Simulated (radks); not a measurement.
Results of a calculation; reference values are marked as such.
Fractional charge and spin in the 5s shell of ytterbium: the spin-up occupation runs from 0 to 1 and the spin-down occupation from 0 to 1; the fullest corner is Yb2+, [Kr] 4d10 4f14 5p6 5s(up 1, down 1). Level of theory: scalar-relativistic Kohn-Sham, SCAN, spin-polarised, spherical densities, finite nucleus; meta-GGA in the generalised Kohn-Sham scheme; Fermi nuclear charge, rms radius of each element as measured or else 0.836 A^(1/3) + 0.57 fm (a radial shooting solver on a logarithmic mesh with Libxc functionals). Energy (eV) minus the two flat planes that join the four corners (they meet along the diagonal where the two added fractions sum to one electron); zero is where a piecewise linear energy would lie.

down \ up       0    0.25     0.5    0.75       1
0           0.000  -1.572  -2.071  -1.534   0.000
0.25       -1.572  -2.077  -1.541   0.036  -1.494
0.5        -2.071  -1.541   0.033  -1.458  -1.973
0.75       -1.534   0.036  -1.458  -1.940  -1.469
1           0.000  -1.494  -1.973  -1.469   0.000

Corners above the fullest one (they belong to Yb3+ and the next ion): (up 1, down 0) 78.131 eV, (up 0, down 1) 78.131 eV, (up 0, down 0) 172.62 eV. With half an added electron in each spin the energy lies 0.033 eV from the planes, and with half an added electron in spin up alone -2.071 eV. The planes are only a guide here: the flat-plane condition holds for ground states with one frontier orbital, while this shell lies below other occupied shells, so the corners above the fullest one are inner-hole states and not the ground states of those ions.
